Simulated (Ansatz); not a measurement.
Basis-set extrapolation for C₂H₅BF₂, SMILES `CC(F)BF` (PBE0-D4/def2-TZVP geometry, frozen core, the Gaussian-basis code of Ansatz). Multiplicity 1, RHF reference.

|  | def2-TZVPP | def2-QZVPP |
| --- | --- | --- |
| HF | -302.386760 | -302.400351 |
| MP2 correlation | -0.936523 | -1.013703 |
| CCSD(T) correlation | -1.000642 | not run |

Energies in hartree. Use E(X) = E(∞) + A·exp(−7.88·√X) for Hartree–Fock and E(X) = E(∞) + B·X^(−2.97) for correlation, with X = 3 and 4, and add CCSD(T) minus MP2 of the smaller set to the MP2 limit.

Task: What is the CCSD(T) energy at the basis-set limit?

Result: HF limit: -302.400351 + (-0.013591) × 0.13774 = -302.40222. MP2 limit: -1.013703 + (-0.077180) × 0.74074 = -1.07087. Higher-order term: -1.000642 − (-0.936523) = -0.06412. Total: -303.53721 hartree, 94.0 kcal/mol below CCSD(T)/def2-TZVPP.
